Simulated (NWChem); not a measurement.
System: Mg cation, doublet

Input file for NWChem:

```
start job
memory heap 200 mb stack 900 mb global 1100 mb
charge 1
geometry units angstroms noautoz
  Mg     0.000000     0.000000     0.000000
end
basis spherical
  * library def2-svp
end
dft
  odft
  mult 2
  xc m06-2x
  grid fine
  iterations 150
  mulliken
end
task dft gradient
```

NWChem printed, in part:

```
             Northwest Computational Chemistry Package (NWChem) 7.3.0
             --------------------------------------------------------

                             Geometry "geometry" -> ""
                             -------------------------

 Output coordinates in angstroms (scale by  1.889725989 to convert to a.u.)

  No.       Tag          Charge          X              Y              Z
 ---- ---------------- ---------- -------------- -------------- --------------
    1 Mg                  12.0000     0.00000000     0.00000000     0.00000000

 Effective nuclear repulsion energy (a.u.)       0.0000000000

                                 NWChem DFT Module
                                 -----------------

 Summary of "ao basis" -> "ao basis" (spherical)
 ------------------------------------------------------------------------------
       Tag                 Description            Shells   Functions and Types
 ---------------- ------------------------------  ------  ---------------------
 Mg                         def2-svp                 8       18   4s3p1d

            General Information
            -------------------
          SCF calculation type: DFT
          Wavefunction type:  spin polarized.
          No. of atoms     :     1
          No. of electrons :    11
           Alpha electrons :     6
            Beta electrons :     5
          Charge           :     1
          Spin multiplicity:     2
          Use of symmetry is: off; symmetry adaption is: off
          Maximum number of iterations: 150
          AO basis - number of functions:    18
                     number of shells:     8
          Convergence on energy requested:  1.00D-06
          Convergence on density requested:  1.00D-05
          Convergence on gradient requested:  5.00D-04

              XC Information
              --------------
                       M06-2X Method XC Functional
                     Hartree-Fock (Exact) Exchange  0.540
                        M06-2X Exchange Functional  1.000
                      M06-2X Correlation Potential  1.000

             Grid Information
             ----------------
          Grid used for XC integration:  fine
          Radial quadrature: Mura-Knowles
          Angular quadrature: Lebedev.
          Tag              B.-S. Rad. Rad. Pts. Rad. Cut. Ang. Pts.
          ---              ---------- --------- --------- ---------
          Mg                  1.50      123           9.0       770
          Grid pruning is: on
          Number of quadrature shells:   123
          Spatial weights used:  Erf1

      Superposition of Atomic Density Guess
      -------------------------------------

 Sum of atomic energies:        -199.53481071

 Renormalizing density from      12.00 to     11

      Non-variational initial energy
      ------------------------------

 Total energy =    -188.992255
 1-e energy   =    -255.931049
 2-e energy   =      66.938794
 HOMO         =      -0.607988
 LUMO         =      -0.239194

     ---------------------------------------------
      Total Density - Mulliken Population Analysis
     ---------------------------------------------

    Atom       Charge   Shell Charges
 -----------   ------   -------------------------------------------------------
    1 Mg  12    11.00   2.00  2.01  1.04 -0.05  6.08 -0.09  0.01  0.00

     --------------------------------------------
      Spin Density - Mulliken Population Analysis
     --------------------------------------------

    Atom       Charge   Shell Charges
 -----------   ------   -------------------------------------------------------
    1 Mg  12     1.00   0.00 -0.00  1.06 -0.05  0.00  0.00  0.00 -0.00

   convergence    iter        energy       DeltaE   RMS-Dens  Diis-err
 ---------------- ----- ----------------- --------- --------- ---------
 d= 0,ls=0.0,diis     1   -199.6579992744 -2.00D+02  1.25D-02  9.48D-02
                                                     1.22D-02  1.24D-01
 d= 0,ls=0.0,diis     2   -199.6998860650 -4.19D-02  1.88D-03  1.04D-03
                                                     6.24D-04  3.37D-04
 d= 0,ls=0.0,diis     3   -199.7001340815 -2.48D-04  2.40D-04  3.09D-07
                                                     6.79D-05  2.98D-06
 d= 0,ls=0.0,diis     4   -199.7001350446 -9.63D-07  3.34D-05  1.32D-08
                                                     2.03D-06  5.49D-09
 d= 0,ls=0.0,diis     5   -199.7001350537 -9.13D-09  4.61D-06  8.30D-11
                                                     2.65D-07  1.11D-10

         Total DFT energy =     -199.700135053748
      One electron energy =     -275.292171613102
           Coulomb energy =       91.811970508906
    Exchange-Corr. energy =      -16.219933949553
 Nuclear repulsion energy =        0.000000000000

 Numeric. integr. density =       11.000000000013

                    DFT Final Alpha Molecular Orbital Analysis
                    ------------------------------------------

 Vector    4  Occ=1.000000D+00  E=-2.358902D+00
              MO Center= -5.4D-19, -9.9D-19,  9.9D-18, r^2= 1.7D-01
   Bfn.  Coefficient  Atom+Function         Bfn.  Coefficient  Atom+Function
  ----- ------------  ---------------      ----- ------------  ---------------
     6      0.663697  1 Mg py                 5     -0.547398  1 Mg px
     7      0.502620  1 Mg pz

 Vector    5  Occ=1.000000D+00  E=-2.358902D+00
              MO Center=  4.2D-17,  1.9D-19,  5.6D-17, r^2= 1.7D-01
   Bfn.  Coefficient  Atom+Function         Bfn.  Coefficient  Atom+Function
  ----- ------------  ---------------      ----- ------------  ---------------
     7      0.760950  1 Mg pz                 5      0.641477  1 Mg px
     6     -0.047198  1 Mg py

 Vector    6  Occ=1.000000D+00  E=-5.002117D-01
              MO Center=  9.7D-17, -1.3D-16, -9.3D-17, r^2= 2.6D+00
   Bfn.  Coefficient  Atom+Function         Bfn.  Coefficient  Atom+Function
  ----- ------------  ---------------      ----- ------------  ---------------
     3      1.109845  1 Mg s                  2      0.404585  1 Mg s
     1     -0.062720  1 Mg s                  4     -0.048608  1 Mg s

 Vector    7  Occ=0.000000D+00  E=-2.271619D-01
              MO Center=  7.0D-18,  6.5D-16,  1.5D-15, r^2= 4.3D+00
   Bfn.  Coefficient  Atom+Function         Bfn.  Coefficient  Atom+Function
  ----- ------------  ---------------      ----- ------------  ---------------
    13      0.616268  1 Mg pz                10      0.438659  1 Mg pz
    11      0.212606  1 Mg px                 7      0.201276  1 Mg pz
     8      0.151333  1 Mg px                12     -0.094394  1 Mg py
     5      0.069438  1 Mg px                 9     -0.067189  1 Mg py
     6     -0.030829  1 Mg py

 Vector    8  Occ=0.000000D+00  E=-2.271619D-01
              MO Center= -8.2D-16, -4.2D-16, -4.0D-16, r^2= 4.3D+00
   Bfn.  Coefficient  Atom+Function         Bfn.  Coefficient  Atom+Function
  ----- ------------  ---------------      ----- ------------  ---------------
    11      0.554537  1 Mg px                 8      0.394718  1 Mg px
    12      0.326204  1 Mg py                 9      0.232192  1 Mg py
     5      0.181114  1 Mg px                13     -0.141345  1 Mg pz
     6      0.106540  1 Mg py                10     -0.100609  1 Mg pz
     7     -0.046164  1 Mg pz

 Vector    9  Occ=0.000000D+00  E=-2.271619D-01
              MO Center= -9.1D-16,  5.4D-16, -3.1D-17, r^2= 4.3D+00
   Bfn.  Coefficient  Atom+Function         Bfn.  Coefficient  Atom+Function
  ----- ------------  ---------------      ----- ------------  ---------------
    12      0.564428  1 Mg py                 9      0.401759  1 Mg py
    11     -0.284932  1 Mg px                 8     -0.202814  1 Mg px
     6      0.184345  1 Mg py                13      0.184752  1 Mg pz
    10      0.131506  1 Mg pz                 5     -0.093060  1 Mg px
     7      0.060341  1 Mg pz

                     DFT Final Beta Molecular Orbital Analysis
                     -----------------------------------------

 Vector    3  Occ=1.000000D+00  E=-2.357160D+00
              MO Center= -2.9D-17,  7.8D-17, -2.4D-17, r^2= 1.7D-01
   Bfn.  Coefficient  Atom+Function         Bfn.  Coefficient  Atom+Function
  ----- ------------  ---------------      ----- ------------  ---------------
     6      0.932694  1 Mg py                 5     -0.317168  1 Mg px
     7     -0.147698  1 Mg pz

 Vector    4  Occ=1.000000D+00  E=-2.357160D+00
              MO Center= -9.2D-17, -2.2D-17, -1.9D-17, r^2= 1.7D-01
   Bfn.  Coefficient  Atom+Function         Bfn.  Coefficient  Atom+Function
  ----- ------------  ---------------      ----- ------------  ---------------
     5      0.928012  1 Mg px                 6      0.336683  1 Mg py
     7      0.133289  1 Mg pz

 Vector    5  Occ=1.000000D+00  E=-2.357160D+00
              MO Center=  5.7D-18,  9.8D-18, -3.7D-17, r^2= 1.7D-01
   Bfn.  Coefficient  Atom+Function         Bfn.  Coefficient  Atom+Function
  ----- ------------  ---------------      ----- ------------  ---------------
     7      0.976088  1 Mg pz                 5     -0.174717  1 Mg px
     6      0.095156  1 Mg py

 Vector    6  Occ=0.000000D+00  E=-1.640551D-01
              MO Center= -2.8D-15,  8.0D-15, -4.4D-15, r^2= 2.4D+00
   Bfn.  Coefficient  Atom+Function         Bfn.  Coefficient  Atom+Function
  ----- ------------  ---------------      ----- ------------  ---------------
     3      1.468768  1 Mg s                  4     -0.488696  1 Mg s
     2      0.453530  1 Mg s                  1     -0.069839  1 Mg s

[...]

                         DFT ENERGY GRADIENTS

    atom               coordinates                        gradient
                 x          y          z           x          y          z
   1 Mg      0.000000   0.000000   0.000000   -0.000000  -0.000000   0.000000
```

Level: M06-2X/def2-SVP, spin-unrestricted. No stability test was run on the SCF state.
